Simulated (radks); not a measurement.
The silicon anion Si4-, [Ar], held by a Watson sphere: a shell of charge +3.62 at radius R that stands for the Madelung well of a crystal (potential energy -3.62/R inside, -3.62/r outside, in hartree with lengths in bohr). Method: scalar-relativistic Kohn-Sham, r2SCAN, spin-polarised, spherical densities, finite nucleus; meta-GGA in the generalised Kohn-Sham scheme; Fermi nuclear charge, rms radius of each element as measured or else 0.836 A^(1/3) + 0.57 fm; computed with a radial shooting solver on a logarithmic mesh with Libxc functionals.

R (bohr)  e(2p) (eV)  e(3s) (eV)  e(3p) (eV)  <r> 3p (bohr)  sum of <r^2> (bohr^2)  X-ray form factor at sin(theta)/lambda = 0.3 1/angstrom
2.3          -91.434     -11.674      -4.659          2.619                  62.09                                                    8.006
2.82         -91.612     -10.224      -3.987          2.899                  74.61                                                    8.059
3.07         -91.848      -9.648      -3.675          3.036                  81.13                                                    8.097
3.43         -92.193      -8.950      -3.257          3.236                  91.06                                                    8.147
3.45         -92.211      -8.915      -3.236          3.247                  91.63                                                    8.149
3.65         -92.383      -8.594      -3.026          3.359                  97.45                                                    8.170
4.37         -92.858      -7.755      -2.402          3.773                  120.3                                                    8.205
